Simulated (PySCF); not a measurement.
# Electric field gradients and quadrupole coupling constants

Species: C₄HBrO.
Atom-mapped SMILES: `[CH:1]#[C:2][C:3]([Br:4])=[C:5]=[O:6]` (hydrogens: H7 on C1)

Field gradients from the PBE0/pcSseg-1 density (PySCF, non-relativistic), principal values in atomic units, ordered |Vxx| ≤ |Vyy| ≤ |Vzz|:

```json
{"atom": "Br4", "Vxx": "-4.2432", "Vyy": "-4.9220", "Vzz": "9.1651"}
{"atom": "O6", "Vxx": "0.2475", "Vyy": "0.7866", "Vzz": "-1.0341"}
```

Question: Find the asymmetry η = (Vxx − Vyy)/Vzz and the couplings χ = eQV/h (234.96 MHz × Q in barn × V in au), with Q(79Br) = 0.313 b, Q(17O) = −0.0256 b.

Answer: 
```
atom         environment  nucleus     η  χzz (MHz)  χxx (MHz)  χyy (MHz)
 Br4       vinyl bromine     79Br  0.07      674.0     -312.1     -362.0
  O6  oxygen bonded to C      17O  0.52       6.22      -1.49      -4.73
```

The tensor is traceless: Vxx + Vyy + Vzz = 0.

Question: What is Vzz at O6 in SI units (1 au = 9.71736 × 10²¹ V/m²)?

Answer: -1.0341 au = -10.048 × 10²¹ V/m².

Isolated species at its PBE0-D3(BJ)/def2-SVP geometry, gas phase. The calculation is non-relativistic, for bromine too. The small basis limits the accuracy of the gradients.
